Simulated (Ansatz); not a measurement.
Species: C9H7F3, SMILES `FC(F)(F)/C=C/c1ccccc1` (C–C–C–C torsion 180°) (charge 0, multiplicity 1).

**Question.** Give a relaxed geometry from PBE0-D3(BJ)/def2-SVP in Ansatz (a program for electronic structure).

**Answer.** This is not unique; one that fits is the end point of this relaxation, one of several conformers (outside a Z-matrix the atoms follow the SMILES, hydrogens last).
Z-matrix (Å, degrees):
```
C
C 1 1.4030
C 2 1.3922 1 121.02
H 3 1.0924 2 119.86 1 179.94
C 3 1.3930 4 120.18 2 179.98
H 5 1.0925 3 120.21 4 0.03
H 2 1.0933 3 119.87 4 0.01
C 5 1.3967 6 120.10 3 180.00
C 8 1.3891 5 120.30 6 -179.98
H 9 1.0921 8 119.32 5 -179.96
H 8 1.0925 9 119.70 10 0.06
C 1 1.4636 2 118.67 7 -0.02
C 12 1.3378 1 127.10 2 179.76
H 13 1.0930 12 123.22 1 -0.04
H 12 1.0949 13 117.45 14 179.98
C 13 1.4897 14 113.92 12 179.92
F 16 1.3357 13 112.88 14 179.51
F 16 1.3399 17 107.43 15 123.29
F 16 1.3401 17 107.40 18 114.36
```
